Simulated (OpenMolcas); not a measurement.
**Sn+: effect of the IPEA shift**

- Program: OpenMolcas
- Basis: ANO-RCC-VTZP [7s6p4d2f1g]
- Scalar Hamiltonian: DKH2, point nucleus
- Active space: 3 electrons in 8 orbitals (5s 5p 6s 6p)
- State averaging: 2S+1 = 4 odd, 1 root; 2S+1 = 2 odd, 3 roots; 2S+1 = 4 even, 3 roots; 2S+1 = 2 even, 6 roots
- Spin-orbit coupling: state interaction with AMFI integrals over the reference wave functions, term energies averaged over their components

Methods on the same reference wave functions:
A. CASSCF
B. SS-CASPT2, IPEA 0 Eh, imaginary shift 0.1 Eh (closed shells correlated: 4d)
C. SS-CASPT2, IPEA 0.25 Eh, imaginary shift 0.1 Eh (closed shells correlated: 4d)

Energies in cm⁻¹ above 5s² 5p ²P°_1/2, the measured ground level; measured values from NIST Handbook of Basic Atomic Spectroscopic Data.

```json
{"Level": "5s² 5p ²P°_1/2", "A": "0.0", "B": "0.0", "C": "0.0", "Measured": "0.0"}
{"Level": "5s² 5p ²P°_3/2", "A": "3424", "B": "3420", "C": "3420", "Measured": "4251"}
{"Level": "5s 5p² ⁴P_1/2", "A": "39352", "B": "45660", "C": "45730", "Measured": "46464"}
{"Level": "5s 5p² ⁴P_3/2", "A": "40654", "B": "46940", "C": "47010", "Measured": "48368"}
{"Level": "5s 5p² ⁴P_5/2", "A": "42751", "B": "48920", "C": "49020", "Measured": "50730"}
{"Level": "5s 5p² ²D_3/2", "A": "65341", "B": "59450", "C": "61060", "Measured": "58844"}
{"Level": "5s 5p² ²D_5/2", "A": "66057", "B": "60280", "C": "61870", "Measured": "59463"}
```

Deviations, from unrounded energies. A percentage is the sum of absolute deviations over the sum of measured energies, with the sign that they share, or ± where signs differ.

| Against measurement | Levels | A | B | C |
| --- | --- | --- | --- | --- |
| mean absolute deviation (cm-1) | 6 | 6100 | 1000 | 1500 |
| fine structure of the ground term (%) | 1 | -19.5 | -19.5 | -19.5 |
| other configurations (%) | 5 | ±13.6 | ±2.1 | ±3.2 |

B lies closest to measurement on these levels and A furthest from it. The largest miss of B in the table is 5s 5p² ⁴P_5/2, by -1800 cm-1. The ranking rests on the paired levels alone, and a cruder setting can come out closer through cancelling errors.

Between B and C the level of the table that moves most is 5s 5p² ²D_3/2, by 1600 cm-1 (lowest in B, highest in C). Moves below CASPT2's spread within the term are not significant.

The lowest spin-free term lies below A's lowest term by 0.438 hartree in B, 0.436 hartree in C.

CASPT2 breaks the degeneracy within a term, and the mean is taken; among the terms shown or strongly mixed into the levels shown the widest spread is 390 cm-1 (5s 5p² ²D, C). Over all roots computed the reference weight is 0.85 to 0.94 in B, 0.87 to 0.94 in C; the roots of lowest weight are the least certain, and an intruder state may touch them. The run also gave levels led by 5s² 6s, which use shells meant for correlation; these and all levels above them are left out. Terms of s pⁿ other than that of highest spin mix with s² pⁿ⁻² d, which this space lacks; all of them can be thousands of cm-1 off, and some have no real level of that name. Some terms miss by over 15 % even with CASPT2, which points to a basis or an active space too small for the shells correlated (holds for B; C). Computed and measured levels are paired by configuration, term and J; levels that our copy of the source lacks, or whose pairing is in doubt (as where it misses far off the trend of its configuration), stay unpaired and out of the deviations. Only configurations of the active space appear. The table leaves out levels that lie high or whose names do not pair safely across all columns.

° marks odd parity.
